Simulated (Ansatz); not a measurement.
Basis sets compared for In5As6H18⁺, a cluster cut from wurtzite InAs (hydrogen-capped). The state is a singlet with charge 1. Geometry r2SCAN-D4/def2-SVP. Ansatz on 2 threads of AMD EPYC 7R13 on a shared host and a share (18 GiB) of an NVIDIA H100 80GB HBM3; times are rough, and most runs start from earlier orbitals.

```xyz
29

As   -2.511    1.585   -0.372
In   -2.514   -0.963    0.588
In   -0.628   -1.200   -3.485
As   -0.823   -2.209   -0.975
As   -1.024   -0.365    2.787
In    1.154   -3.544    0.315
In   -0.326    2.949   -1.130
As    0.733    1.119   -2.733
As    1.115    2.700    1.142
In    1.498    0.557    2.743
As    2.541   -1.254    1.107
H    -3.429    1.618   -1.570
H    -3.336    2.477    0.526
H    -4.093   -1.474    1.016
H    -2.147   -0.492   -3.865
H     0.532   -2.118   -4.342
H    -1.722   -3.392   -1.284
H    -1.825    0.498    3.735
H    -0.974   -1.601    3.652
H     0.533   -4.009    1.848
H     2.163   -4.272   -0.859
H    -0.555    4.574   -1.616
H     1.177    1.929   -3.929
H     2.114    0.886   -2.163
H     0.673    3.827    2.046
H     2.489    3.247    0.833
H     2.207    0.951    4.249
H     3.115   -0.437   -0.028
H     3.861   -1.586    1.763
```

In the def2 sets In takes a core potential; there is no spin–orbit coupling. Single mean-field runs in def2-SVP, def2-TZVP are fitted with def2-universal-jkfit.

| level | functions | energy (Eh) | HOMO (eV) | LUMO (eV) | wall time |
| --- | --- | --- | --- | --- | --- |
| PBE-D4/def2-SVP | 412 | -14372.9955 | -8.99 | -5.28 | 12 s |
| PBE0-D4/def2-SVP | 412 | -14373.4193 | -9.95 | -4.54 | 8 s |

Task: Estimate the rows for PBE-D4/def2-TZVP, PBE0-D4/def2-TZVP (with forces).

Result: 
```csv
level,functions,energy (Eh),HOMO (eV),LUMO (eV),wall time
PBE-D4/def2-TZVP,646,-14374.7035,-9.03,-5.33,14 s
PBE0-D4/def2-TZVP (with forces),646,-14375.1163,-9.97,-4.57,19 s
```
